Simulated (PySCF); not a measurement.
## Electron correlation in Mg (magnesium, neutral)

[Ne] 3p2, high-spin 3P determinant (an excited configuration). All numbers are calculated (PySCF 2.14, scalar relativity by spin-free X2C-1e, in x2c-TZVPPall (5s4p3d, 32 functions)). Frozen: 1s2; 10 electrons correlated.

MP2 pair energies summed by pair of shells (mhartree):

```
 pair   energy  share (%)
2p-2p  -121.00       73.7
2s-2p   -26.23       16.0
2s-2s    -6.92        4.2
2p-3p    -5.11        3.1
3p-3p    -4.44        2.7
2s-3p    -0.58        0.4
```

Total MP2 correlation energy: -164.28 mhartree.

Same-spin part -48.93 and opposite-spin part -115.36 mhartree; SCS-MP2 scales them by 1/3 and 6/5 to -154.74 mhartree.

This basis was not built for core-valence correlation, so the inner-shell part is incomplete.
